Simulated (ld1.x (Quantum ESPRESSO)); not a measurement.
## europium, PAW: configuration errors across variants

europium, PAW, made with ld1.x (Quantum ESPRESSO) 7.5 (PBEsol, scalar-relativistic). Core [Kr] 4d10, reference 4f7 5s2 5p6 5d0 6s1.75 6p0.25. Waves: 5s (bound): rcut 2.30, rcutus 2.55 bohr; 6s (bound): rcut 2.30, rcutus 2.55 bohr; 5p (bound): rcut 2.15, rcutus 2.20 bohr; 6p (bound): rcut 2.15, rcutus 2.20 bohr; 5d (bound, empty): rcut 2.35, rcutus 3.25 bohr; 5d channel at 0.55 Ry: rcut 2.35, rcutus 3.25 bohr; 4f (bound): rcut 1.30, rcutus 1.45 bohr; 4f channel at 0.55 Ry: rcut 1.30, rcutus 1.45 bohr. Local part: all-electron potential smoothed inside 1.55 bohr (lloc = -1). Core correction: Bessel-smoothed model core inside 1.00 bohr. Augmentation charge: BESSEL, radius 1.45 bohr.

All-electron excitation energies from the reference (eV): (1) 4f7 5s2 5p6 5d0 6s2 6p0 -0.619; (2) 4f7 5s2 5p6 5d0 6s1 6p0 5.417; (3) 4f7 5s2 5p6 5d0 6s0 6p0 16.548; (4) 4f7 5s2 5p6 5d0 6s0 6p1 8.621; (5) 4f7 5s2 5p6 5d0.5 6s1.5 6p0 0.442; (6) 4f7 5s2 5p6 5d1 6s1 6p0 1.547.

The overlap operator is not positive definite (basis up to 400 Ry) in “base”, “waves 5s (bound): rcut 2.30, rcutus 2.60 bohr; 6s (bound): rcut 2.30, rcutus 2.60 bohr”, “waves 5s (bound): rcut 2.30, rcutus 2.98 bohr; 6s (bound): rcut 2.30, rcutus 2.98 bohr”, “waves 5s (bound): rcut 2.30, rcutus 3.14 bohr; 6s (bound): rcut 2.30, rcutus 3.14 bohr”, “waves 5s (bound): rcut 2.30, rcutus 3.48 bohr; 6s (bound): rcut 2.30, rcutus 3.48 bohr”, “waves 5s (bound): rcut 2.30, rcutus 3.82 bohr; 6s (bound): rcut 2.30, rcutus 3.82 bohr”. Such files are unfit for use, however small their errors in these radial tests.

Tests that are not counted but printed errors over 1 eV. “waves 5s (bound): rcut 2.30, rcutus 2.98 bohr; 6s (bound): rcut 2.30, rcutus 2.98 bohr”: 4f7 5s2 5p6 5d0 6s2 6p0 (pseudo-atom not self-consistent, printed error +1.5 eV).

Errors AE − PS in meV (a dash: test not solved or not reliable):

```tsv
change	(1)	(2)	(3)	(4)	(5)	(6)	bound ghosts
base	+0.3	+0.9	-6.4	-3.2	+1.5	+5.7	not determined (overlap not positive)
waves 5s (bound): rcut 1.52, rcutus 1.62 bohr; 6s (bound): rcut 1.52, rcutus 1.62 bohr	+0.3	-2.2	-6.3	-3.1	+0.4	+1.9	none
waves 5s (bound): rcut 2.20, rcutus 2.34 bohr; 6s (bound): rcut 2.20, rcutus 2.34 bohr	+0.3	-1.8	-6.4	-2.9	+1.3	+5.5	none
waves 5s (bound): rcut 2.30, rcutus 2.60 bohr; 6s (bound): rcut 2.30, rcutus 2.60 bohr	+0.3	+3.5	-6.3	-3.3	+1.7	+6.0	not determined (overlap not positive)
waves 5s (bound): rcut 2.30, rcutus 2.98 bohr; 6s (bound): rcut 2.30, rcutus 2.98 bohr	–	–	–	–	–	–	not determined (overlap not positive)
waves 5s (bound): rcut 2.30, rcutus 3.14 bohr; 6s (bound): rcut 2.30, rcutus 3.14 bohr	-4.4	-117	-8.8	-4.6	-3.2	+0.1	not determined (overlap not positive)
waves 5s (bound): rcut 2.30, rcutus 3.48 bohr; 6s (bound): rcut 2.30, rcutus 3.48 bohr	–	–	–	–	–	–	not determined (overlap not positive)
waves 5s (bound): rcut 2.30, rcutus 3.82 bohr; 6s (bound): rcut 2.30, rcutus 3.82 bohr	–	–	–	–	–	–	not determined (overlap not positive)
```

**Question.** Give the same row for: waves 5s (bound): rcut 1.88, rcutus 2.00 bohr; 6s (bound): rcut 1.88, rcutus 2.00 bohr.

**Answer.** +0.2, -2.2, -6.4, -3.2, +0.4, +1.6; bound ghosts: none.
